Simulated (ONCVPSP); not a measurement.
What one change does to a pseudopotential (Sc, ONCV)

Sc (Z = 21), optimised norm-conserving Vanderbilt (ONCV), made with ONCVPSP 4.0.1 (PBE, scalar-relativistic). Core [Ne] 3s2, reference 3p6 3d1 4s2. Waves: 4s: rc 3.05 bohr, ncon 4, nbas 8, qcut 1.8 1/bohr, 2 projectors, debl 2.2 Ha; 3p: rc 1.30 bohr, ncon 3, nbas 7, qcut 10.4 1/bohr, 1 projector; 3d: rc 1.35 bohr, ncon 4, nbas 7, qcut 8.5 1/bohr, 3 projectors, debl 4 Ha. Local part: polynomial inside 0.90 bohr (lpopt 5, dvloc0 -1 Ha). Core correction: Teter function, fcfact 2.75, rcfact 1.5.

All-electron outer shells of the reference configuration (PBE, scalar-relativistic, ld1.x):

| shell | level (eV) | outermost node (bohr) | outermost maximum (bohr) |
| --- | --- | --- | --- |
| 3s | -55.04 | 0.42 | 0.92 |
| 3p | -33.63 | 0.39 | 0.97 |
| 4s | -4.18 | 1.33 | 3.14 |
| 3d | -3.23 | – | 1.10 |

Change: s: ncon 3, nbas 7.

Cutoffs: the cutoffs (Ha) at which the residual kinetic energy of the hardest occupied pseudo-wave falls to 1 and 0.1 mHa per electron; they do not see the model core or the augmentation charge, which bear on the density cutoff. Errors are all-electron minus pseudo energies relative to the spin-unpolarised reference configuration.

**Question.** How do hardness, ghosts and transferability respond?

**Answer.** The potential gets neither clearly harder nor softer (36 Ha and 86 Ha → 36 Ha and 86 Ha); both files keep a bound ghost (s); of the 3 tests that both files solve, the error grows in 1 and shrinks in 2 by more than 15 % and 0.3 meV (median size 12.6 → 1.7 meV).

| quantity | base | changed |
| --- | --- | --- |
| cutoff, loose | 36 Ha | 36 Ha |
| cutoff, tight | 86 Ha | 86 Ha |
| loose cutoff by channel | s 3.2 Ha, p 25 Ha, d 36 Ha | s 2.0 Ha, p 25 Ha, d 36 Ha |
| bound ghosts | s | s |
| GHOST(+) flags under 300 eV | s at 82.2 eV | s at 78.4 eV |
| tests with a reliable result | 3 of 4 | 3 of 4 |
| error for 3p6 3d1 4s1, meV [ΔE 6.90 eV] | -0.7 | -1.7 |
| error for 3p6 3d1 4s0, meV [ΔE 19.66 eV] | +13 | -0.6 |
| error for 3p5 3d1 4s2, meV [ΔE 40.18 eV] | -89 | -54 |
| s: phases at 3.09 bohr within 0.05 rad from the reference energy up to (Ha; the scan ends near 5) | 2.8 | 2.6 |
| p: phases at 1.32 bohr within 0.05 rad from the reference energy up to (Ha; the scan ends near 5) | 2.9 | 2.9 |
| d: phases at 1.37 bohr within 0.05 rad from the reference energy up to (Ha; the scan ends near 5) | to the end of the scan | to the end of the scan |
| rms error of d²Exc/dni dnj with the model core, mHa | 2.97 | 2.97 |

 A true bound ghost makes a file unfit for plane-wave use even where its test errors are small: the radial tests pick states by their node count and pass the ghost by.
